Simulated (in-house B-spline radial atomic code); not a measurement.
A fraction x of an electron is moved 3d → 4f in Sb VI (Sb5+), starting from [Kr] 4d10 and keeping the highest spin. Level of theory: scalar-relativistic (X2C) RPBE, spin-polarised, spherical fractional occupations, Fermi nucleus of rms radius 4.6802 fm; calculated with a radial B-spline atomic code at the basis-set limit.

| x | E(x) - E(0) (eV) | 3d down level (eV) | 4f up level (eV) |
| --- | --- | --- | --- |
| 0 | 0.0000 | -572.592 | - |
| 0.125 | 68.1114 | -576.892 | -30.163 |
| 0.25 | ? | ? | ? |
| 0.375 | 205.7661 | -585.364 | -30.863 |
| 0.5 | 275.3177 | -589.536 | -31.221 |
| 0.625 | ? | ? | ? |
| 0.75 | 415.8353 | -597.775 | -31.978 |
| 0.875 | 486.7906 | -601.844 | -32.362 |
| 1 | 558.2045 | -605.880 | -32.745 |

**Question.** What belongs in the row x = 0.25?

**Answer.** An energy change of 136.6952 eV; 3d down at -581.152 eV, 4f up at -30.529 eV.

**Question.** What belongs in the row x = 0.625?

**Answer.** An energy change of 345.3427 eV; 3d down at -593.673 eV, 4f up at -31.595 eV.

**Question.** Check Janak's theorem between x = 0.375 and 0.5.

**Answer.** The slope of the energy is 556.41 eV; the orbital levels give 556.41 eV (ε of the receiving orbital less ε of the emptying one, averaged over the two points).
